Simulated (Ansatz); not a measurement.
The first iterations of a band of F4H2HfO (8 atoms, charge 0, multiplicity 1).

These are results of Ansatz, RHF/def2-SVPD, not measurements.

```yaml
movable_images: 5
climbing_image: yes
spring: 5.0 eV/Å²
optimiser: quadratic models (default)
start_path: through a guess of the saddle point
force_threshold: 0.03 eV/Å
iteration_limit: 60
end_points: relaxed
```

Initial state:

```xyz
8
Properties=species:S:1:pos:R:3
Hf 0.011 0.050 0.023
F 0.320 0.072 1.941
F 1.829 -0.062 -0.595
F -0.571 1.735 -0.704
F -0.738 -1.497 -0.879
O -2.148 -0.142 0.954
H -2.791 -0.736 0.594
H -2.280 -0.049 1.888
```

Final state:

```xyz
8
Properties=species:S:1:pos:R:3
Hf -0.405 -0.065 -0.255
F -0.348 0.836 2.004
F 1.311 -0.765 0.271
F -0.435 1.808 -0.711
F -0.725 -0.925 -1.942
O -1.948 -0.699 0.825
H -2.705 -1.248 0.733
H -1.112 0.429 2.298
```

| iteration | highest image above the first end (eV) | largest band force component (eV/Å) |
| --- | --- | --- |
| 1 | 4.742 | 4.626 |
| 2 | 2.494 | 2.609 |
| 3 | 1.508 | 6.271 |
| 4 | 1.324 | 1.645 |
| 5 | 1.289 | 1.646 |
| 6 | 1.248 | 1.521 |
| 7 | 1.186 | 0.718 |
| 8 | 1.157 | 1.075 |

**Question.** Does the band converge within its limit, and where does its top end?

**Answer.** The forces met the threshold. It ended after 25 iterations with the highest image 1.205 eV above the first end. A vibrational analysis at the climbing image gives one clearly imaginary mode, 1135i cm⁻¹: a first-order saddle point. The orbitals stay closed-shell, which can raise the energy where a bond breaks towards radicals; this wasn't checked here.

Time of the run: 5.6 min on 4 threads of AMD EPYC 7R43 64-Core Processor (Zen 3), with other jobs on the host, peak memory 0.56 GiB.
